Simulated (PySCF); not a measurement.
Gas-phase XPS of cyclo-(H2GeNH)2, computed

Cyclo-(H2GeNH)2.
Z-matrix (Å and degrees, PBE0-D3(BJ)/def2-SVP geometry), rows numbered from 1:
```
Ge
H   1  1.5467
H   1  1.5462  2  109.43
N   1  1.8500  2  115.02  3  -131.52
Ge  4  1.8505  1   94.26  2  -114.85
H   5  1.5468  4  115.00  1   115.03
H   5  1.5463  4  115.09  1  -116.54
N   5  1.8519  4   85.80  1    -0.56
H   4  1.0133  1  126.06  2   103.23
H   8  1.0139  1  124.92  2   -23.58
```

Method used: PySCF, delta-SCF UKS SCAN, pcX-2 on the ionised atom, pcseg-1 elsewhere, spin-free X2C. Vertical ΔSCF values, vacuum level as zero.

Question: What binding energy does each computed site have?

Answer: 
| atom(s) | environment | level | binding energy (eV) | count |
| --- | --- | --- | --- | --- |
| N4/N8 | nitrogen bonded to 2 Ge and H | N 1s | 403.57 | 2 |

Question: Which photon wavelength matches the N 1s of N4/N8 threshold?

Answer: λ = hc/E = 12398.42 eV Å / 403.57 eV = 30.722 Å.

Atoms equivalent by their bonding share one computed value, that of the first of them. No level of germanium is listed. Geometry: PBE0-D3(BJ)/def2-SVP, one conformer, isolated molecule.

Time: 6.0 s wall; peak memory 0.36 GiB. Hardware: one thread, Arm Neoverse V1 (aarch64), no GPU, shared host.
